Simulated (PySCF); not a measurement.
Two-component Hartree-Fock for Pb⁵⁵⁺ (lead, charge +55)

Start: [Ar] 3d9; 3d3/2 filled at m_j = -1/2, +1/2, +3/2; 3d5/2 filled at m_j = -5/2, -3/2, -1/2, +1/2, +3/2, +5/2. Calculated with PySCF 2.14 in an uncontracted even-tempered set (15 s from 16 bohr⁻², ratio 2.8; 13 p from 21 bohr⁻², ratio 2.8; 8 d from 21 bohr⁻², ratio 2.8; 3 f from 75 bohr⁻², ratio 3): generalised Hartree-Fock with the X2C-1e Hamiltonian and a Gaussian nucleus; one run each with spin-orbit coupling (SO) screened by Boettger's factors, then bare. This is a chosen level, not necessarily the ground level.

| spinor shell | electrons | ε, screened SO (eV) | ε, bare SO (eV) | weight of nominal j (bare SO) | rms radius, bare SO (bohr) |
| --- | --- | --- | --- | --- | --- |
| 1s1/2 | 2 | -91783.8 | -91782.0 | 1.000 | 0.0181 |
| 2s1/2 | 2 | -19205.2 | -19204.8 | 1.000 | 0.0728 |
| 2p1/2 | 2 | -18563.7 | -18613.8 | 1.000 | 0.0613 |
| 2p3/2 | 4 | -16361.0 | -16346.8 | 1.000 | 0.0698 |
| 3s1/2 | 2 | -6912.6 | -6912.6 | 1.000 | 0.182 |
| 3p1/2 | 2 | -6628.7 | -6640.5 | 1.000 | 0.173 |
| 3p3/2 | 4 | -6105.9 | -6102.5 | 1.000 | 0.190 |
| 3d3/2 | 3 | -5681.7 | -5691.8 | 0.999 | 0.163 |
| 3d5/2 | 6 | -5569.5 | -5563.5 | 1.000 | 0.168 |

| quantity | screened SO | bare SO |
| --- | --- | --- |
| E (hartree) | -18399.52290 | -18401.32475 |
| M_J | 3/2 | 3/2 |
| ⟨J²⟩ | 3.750 | 3.750 |
| ⟨L²⟩ | 6.097 | 6.103 |
| ⟨S²⟩ | 0.846 | 0.853 |

Each row is a mean over spinors that exchange with the open shell spreads, by up to 28.499 eV (3p1/2).

Breit and QED terms are absent; they matter most for the inner s and p1/2 levels.

Densities and radii are taken from the X2C orbitals without a picture-change correction, which distorts them close to the nucleus.
